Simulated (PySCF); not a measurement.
Electron correlation in Ti²⁺ (titanium, charge +2)

[Ar] 3d2, high-spin 3F determinant. Computed with PySCF 2.14 in def2-TZVPPD (6s6p4d2f1g, 67 functions), with no relativity, point nucleus. Frozen: [Ar]; 2 electrons correlated.

With two correlated electrons CCSD is exact within the correlated space (frozen core and kept virtual orbitals).

```json
{"level": "CCSD", "correlation energy (mhartree)": "-5.50"}
```

Diagnostics: T1 = 0.0021, D1 = 0.0030, largest double amplitude 0.019.

Q: Is a single reference adequate?

A: Yes: T1 lies below 0.03 and no double amplitude reaches 0.07.
